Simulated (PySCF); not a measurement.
Heteronuclear NMR

Cartesian coordinates in Å; atom numbers follow the order of the lines, from 1:
```xyz
23

C    -1.1360    1.6500    0.1623
C     0.0578    0.6890    0.1890
C     1.1442    1.2863   -0.7164
C     0.5614    0.5918    1.6369
C    -0.3313   -0.6959   -0.2750
Si   -2.1713   -1.1324   -0.5410
C     0.5228   -1.7161   -0.4932
C     1.9556   -1.8218   -0.3079
O     2.7704   -1.1362    0.2185
F     2.3885   -3.0179   -0.8414
H    -1.9468    1.3000    0.7959
H    -1.5094    1.7810   -0.8502
H    -0.8239    2.6252    0.5313
H     0.8320    1.2443   -1.7584
H     1.3078    2.3276   -0.4488
H     2.0876    0.7640   -0.6110
H    -0.2099    0.1670    2.2767
H     1.4503   -0.0271    1.6996
H     0.8100    1.5844    2.0049
H    -2.8712   -0.9878    0.7367
H    -2.2478   -2.5264   -0.9768
H    -2.7585   -0.2712   -1.5657
H     0.1128   -2.6507   -0.8561
```

How the numbers were obtained: NMR shieldings at PBE0/pcSseg-1/GIAO, geometry from GFN2-xTB, in PySCF 2.14 (one computed conformer, one averaged value for each set of equivalent atoms, non-relativistic Hamiltonian, no solvent model).

Question: Where does $^{19}$F resonate?

Answer: 
| atoms | environment | σ (ppm) | δ (ppm) |
| --- | --- | --- | --- |
| F10 | fluorine bonded to C | 102.2 | 53.8 |

Shieldings were converted by a linear fit to measured shifts: $^{19}$F (scatter 6.0 ppm rms, 7.0 ppm with the 5 outliers that the fit left out vs CFCl3, solution or neat liquid, with a term for F on sp3 carbon). Occasional misses reach two or three times the rms, and more in compound classes unlike the fitted ones.

On a 300 MHz spectrometer $^{19}$F resonates near 282.3 MHz, so 1 ppm is 282.3 Hz.

Question: Where does $^{29}$Si resonate?

Answer: 
| atoms | environment | σ (ppm) | δ (ppm) |
| --- | --- | --- | --- |
| Si6 | silicon bonded to C, 3 H | 411.4 | -58.2 |

Shieldings were converted by a linear fit to measured shifts: $^{29}$Si: δ = 279.94 − 0.822σ (rms 8.9 ppm, 72 shifts, 25.8 ppm with the 6 outliers that the fit left out vs TMS, solution or neat liquid). Occasional misses reach two or three times the rms, and more in compound classes unlike the fitted ones.

On a 400 MHz spectrometer $^{29}$Si resonates near 79.5 MHz, so 1 ppm is 79.5 Hz.

Question: Predict the $^{17}$O NMR data.

Answer: 
```tsv
atoms	environment	σ (ppm)	δ (ppm)
O9	carbonyl oxygen	-128.0	383.3
```

Shieldings were converted by a linear fit to measured shifts: $^{17}$O (scatter 10.7 ppm rms, 12.2 ppm with the 3 outliers that the fit left out vs liquid water, solution or neat liquid). Occasional misses reach two or three times the rms, and more in compound classes unlike the fitted ones.

On a 300 MHz spectrometer $^{17}$O resonates near 40.7 MHz, so 1 ppm is 40.7 Hz.
